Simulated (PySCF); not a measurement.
# Shapes and spin states of IrOCl2

These are results of PBE/[Ir def2-SVP with ECP60, O def2-SVP, Cl def2-SVP], scalar-relativistic core potentials, density fitting, no spin–orbit coupling, PySCF, not measurements.

Relaxations began from a few typed shapes and spin states; open shells are unrestricted. The search is not exhaustive: other isomers or separated fragments can lie lower, and high-lying points may rest on an excited occupation.

(1) Order these stationary points by electronic energy, lowest first, in kJ/mol from the lowest minimum.
A. quartet C2v: Ir–Cl 2.257 Å (×2), Ir–O 1.753 Å; Cl–Ir–Cl 96.2°, Cl–Ir–O 131.9° (×2)
B. sextet C2v: Ir–Cl 2.355 Å (×2), Ir–O 1.828 Å; Cl–Ir–Cl 113.5°, Cl–Ir–O 123.2° (×2)
C. quartet C2v: Ir–Cl 2.250 Å (×2), Ir–O 1.752 Å; Cl–Ir–Cl 155.6°, Cl–Ir–O 102.2° (×2)
D. sextet Cs: Ir–Cl 2.318 Å, Ir–Cl 2.408 Å, Ir–O 1.815 Å; Cl–Ir–Cl 106.9°, Cl–Ir–O 101.2°, Cl–Ir–O 151.8°
E. sextet Cs: Ir–Cl 2.345 Å (×2), Ir–O 1.829 Å; Cl–Ir–Cl 104.0°, Cl–Ir–O 116.5° (×2)
F. sextet C1: Ir–Cl 2.310 Å, Ir–Cl 2.390 Å, Ir–O 1.821 Å; Cl–Ir–Cl 102.6°, Cl–Ir–O 102.2°, Cl–Ir–O 135.0°
G. doublet C2v: Ir–Cl 2.220 Å (×2), Ir–O 1.696 Å; Cl–Ir–Cl 118.9°, Cl–Ir–O 120.6° (×2)

(2) Which of them are minima?

Results:

(1) G (0.0), C (59.5), A (88.8), F (254.7), E (256.7), D (265.0), B (272.3).

(2) By energy in kJ/mol, 0.0: minimum; 59.5: minimum; 88.8: minimum; 254.7: minimum; 256.7: saddle point, 1 imaginary mode; 265.0: saddle point, 1 imaginary mode; 272.3: saddle point, 2 imaginary modes.

Formally Ir is in oxidation state +4, d5, with 1 unpaired electron (the high-spin count would be 5). The Mulliken spin on Ir is 0.57. The polar-tensor charge on Ir, 0.96, is far below the formal one.

For the lowest minimum: open d and f shells are described by one determinant, and the ground state may have another occupation or spin. No spin–orbit coupling is included, which matters more the heavier the element.
